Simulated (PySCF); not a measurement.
# Phosphorus: a sound run and one with changed settings

Sound run: P⁺ [Ne] 3s2 3p2, P²⁺ [Ne] 3s2 3p1. Computed with PySCF 2.14 in jorge-DZP-DKH (7s4p1d, 24 functions), with the spin-free X2C one-electron Hamiltonian (Gaussian nucleus). In the sound run the correlated levels freeze [Ne]. The sound run starts from symmetry-adapted Hartree-Fock orbitals and uses a fine grid where one is needed.

Changed run: all electrons correlated in a basis built for the valence shell.

```csv
species,method,sound run (hartree),changed run (hartree),converged
P⁺,MP2,-341.20706,-341.27938,yes
P⁺,CCSD(T),-341.22837,-341.30152,yes
P²⁺,MP2,-340.49157,-340.56424,yes
P²⁺,CCSD(T),-340.51158,-340.58526,yes
```

Ionisation energy of P⁺:

| method | sound run (eV) | changed run (eV) |
| --- | --- | --- |
| UHF | 19.150 | 19.150 |
| MP2 | 19.470 | 19.460 |
| SCS-MP2 | 19.390 | 19.380 |
| CCSD | 19.495 | 19.482 |
| CCSD(T) | 19.505 | 19.490 |

A valence basis has no tight correlating functions, so it recovers only part of the core correlation, and not evenly between atom and ion.

For comparison, NIST gives 19.769 eV between the lowest levels.
